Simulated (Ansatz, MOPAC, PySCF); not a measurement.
Noncovalent pair: HCl (SMILES Cl) (first 2 atoms) with H2 (SMILES [H][H]); geometry from B3LYP-D3(BJ)/def2-TZVP.
(charge 0, multiplicity 1):
```xyz
4

Cl    -0.11796    -0.58843    -0.72129
H     -0.07379    -0.40224     0.54699
H     -0.35293     0.02696     2.80098
H      0.36558    -0.16997     2.80402
```

Counterpoise-corrected where a basis set is named; no monomer relaxation. Rows marked so take none.

Cores are frozen in the correlated methods. CBS: X⁻³ extrapolation of the correlation energy, Hartree–Fock from the larger set. Rows in 3-21G, 6-31G*, STO-3G carry no dispersion term and start afresh at each structure (6-31G* with six Cartesian d functions). The state that PM6 reach isn't checked.

The values were computed with Ansatz (an electronic-structure program) with Gaussian orbitals; MOPAC for PM6 (differences of heats of formation); PySCF for 3-21G rows, 6-31G* rows, STO-3G rows, the dispersion terms. Each number belongs to the level named beside it.

Other levels give for the interaction energy: PBE/def2-TZVPPD -28.6; B3LYP/def2-TZVPPD -9.8; B3LYP-D3(BJ)/def2-TZVPPD -28.1; wB97M-V/def2-TZVPPD -22.1; CCSD(T)/CBS(aug-cc-pV(T+d)Z, aug-cc-pV(Q+d)Z) -26.2 meV.

Common cheap choices:

```csv
level,interaction energy (meV),"less -26.2 (CCSD(T)/CBS(aug-cc-pV(T+d)Z, aug-cc-pV(Q+d)Z))"
PM6,-16.3,9.9
HF/STO-3G (no counterpoise),17.6,43.9
HF/3-21G (no counterpoise),4.6,30.9
HF/6-31G*,13.8,40.0
HF/6-31G* (no counterpoise),11.5,37.7
B3LYP/6-31G*,-6.2,20.0
B3LYP/6-31G* (no counterpoise),-9.4,16.8
M06-2X/6-31G* (no counterpoise),-13.9,12.4
```
